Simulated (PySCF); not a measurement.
C4H11ClOSi3: full NMR table

- Formula: C4H11ClOSi3
- SMILES: C[SiH2][Si@@H]([SiH3])/C(C=O)=C/Cl
- Point group of the computed structure: C1
- Degrees of unsaturation: 2
- Carbon signals: 4
- Proton signals: 7

Molfile (atoms numbered from 1):
```
C4H11ClOSi3
     RDKit          3D

 20 19  0  0  0  0  0  0  0  0999 V2000
    1.2648   -2.5397    0.1526 C   0  0  0  0  0  0  0  0  0  0  0  0
    0.4106   -1.4336    1.4360 Si  0  0  0  0  0  4  0  0  0  0  0  0
    0.3219    0.7619    0.6535 Si  0  0  1  0  0  4  0  0  0  0  0  0
    1.7719    1.4568   -1.0277 Si  0  0  0  0  0  4  0  0  0  0  0  0
   -1.4429    0.9965   -0.0310 C   0  0  0  0  0  0  0  0  0  0  0  0
   -1.6236    0.2333   -1.2489 C   0  0  0  0  0  0  0  0  0  0  0  0
   -0.7323   -0.4512   -1.7036 O   0  0  0  0  0  0  0  0  0  0  0  0
   -2.4022    1.7314    0.5278 C   0  0  0  0  0  0  0  0  0  0  0  0
   -4.0034    1.9034   -0.0778 Cl  0  0  0  0  0  0  0  0  0  0  0  0
    0.7638   -2.4679   -0.8083 H   0  0  0  0  0  0  0  0  0  0  0  0
    1.2594   -3.5831    0.4547 H   0  0  0  0  0  0  0  0  0  0  0  0
    2.3004   -2.2450    0.0058 H   0  0  0  0  0  0  0  0  0  0  0  0
    1.1653   -1.5167    2.6969 H   0  0  0  0  0  0  0  0  0  0  0  0
   -0.9177   -2.0012    1.7235 H   0  0  0  0  0  0  0  0  0  0  0  0
    0.3142    1.7131    1.7913 H   0  0  0  0  0  0  0  0  0  0  0  0
    1.0959    2.1394   -2.1344 H   0  0  0  0  0  0  0  0  0  0  0  0
    2.5172    0.3295   -1.5876 H   0  0  0  0  0  0  0  0  0  0  0  0
    2.7733    2.3981   -0.5102 H   0  0  0  0  0  0  0  0  0  0  0  0
   -2.6027    0.2980   -1.7542 H   0  0  0  0  0  0  0  0  0  0  0  0
   -2.2387    2.2877    1.4383 H   0  0  0  0  0  0  0  0  0  0  0  0
  1  2  1  0
  2  3  1  0
  3  4  1  0
  3  5  1  0
  5  6  1  0
  6  7  2  0
  5  8  2  0
  8  9  1  0
  1 10  1  0
  1 11  1  0
  1 12  1  0
  2 13  1  0
  2 14  1  0
  3 15  1  1
  4 16  1  0
  4 17  1  0
  4 18  1  0
  6 19  1  0
  8 20  1  0
M  END
```

A single conformation, fast rotation and ring inversion assumed for equivalent nuclei, no solvent model, no relativistic terms. PBE0/pcSseg-1 with gauge-including orbitals; GFN2-xTB geometry; PySCF 2.14.

δ = σ(ref) − σ, references computed at the same level: TMS for $^{1}$H, $^{13}$C, $^{29}$Si; H2O for $^{17}$O.

| carbon | δC, type | δH (multiplicity) | HMBC from (2–3 bonds) | span of the C tensor (ppm) |
| --- | --- | --- | --- | --- |
| C1 | -7.9, CH3 | 0.49 (m) | H13, H14, H15 | 10 |
| C5 | 149.5, C | – | H19, H20, H13, H14, H15, H16/H17/H18 | 184 |
| C6 | 200.8, CH | 10.49 (s) | H20, H15 | 201 |
| C8 | 154.6, CH | 7.56 (s) | H19, H15 | 195 |

Other nuclei:
```csv
atoms,nucleus,environment,δ (ppm),σ (ppm)
H13,$^{1}$H,"hydrogen on a silicon bonded to C, Si",4.06,27.66
H14,$^{1}$H,"hydrogen on a silicon bonded to C, Si",3.81,27.91
H15,$^{1}$H,"hydrogen on a silicon bonded to C, 2 Si",3.80,27.91
H16/H17/H18,$^{1}$H,hydrogen on a silicon bonded to Si,3.50,28.22
Si2,$^{29}$Si,"silicon bonded to C, Si, 2 H",-68.7,417.8
Si3,$^{29}$Si,"silicon bonded to C, 2 Si, H",-83.1,432.2
Si4,$^{29}$Si,"silicon bonded to Si, 3 H",-110.2,459.3
O7,$^{17}$O,aldehyde oxygen,689.8,-353.7
```

1. Carbon types of the structure: 1 × C, 2 × CH, 1 × CH3, leaving 6 H on heteroatoms.
2. δC 200.8: aldehyde carbonyl carbon; the double bond to the heteroatom, with no lone-pair donor beside it, deshields it most.
3. δC 154.6: β carbon of a C=C–C=O unit; conjugation with the carbonyl draws π density from the β position.
4. δC 149.5: α carbon of a C=C–C=O unit; an sp2 carbon of a C=C bond.
5. δC -7.9: methyl carbon bonded to Si; an electropositive neighbour leaves it electron-rich and shielded.
6. δH 10.49: hydrogen on an aldehyde carbonyl carbon; deshielded by the polar, anisotropic C=O bond.

Carbons that carry Cl, above all several Cl atoms, come out too deshielded, partly because spin–orbit coupling is missing. Shifts are as computed. Against solution values, carbons near 30 ppm lie about +3 ppm off and those near 130 ppm about +5 ppm; carbons on Cl a further +6 ppm. Of 1211 compounds with measured shifts, 218 miss one by over three times the rms of a fit or turn the order of signals round; such compounds aren't used in these exercises. Unscaled 17O shifts of doubly bonded oxygen tend to come out too high, by tens of ppm or more. Experimental scales use liquid or dissolved standards, which lie at an offset from isolated H2O (liquid H2O: subtract about 36 ppm). No couplings were computed; multiplicities are counted from neighbouring protons, with m where these are inequivalent, close in shift, in a saturated or five-membered ring or joined by F or P, and br s for small geminal =CH2 splittings.
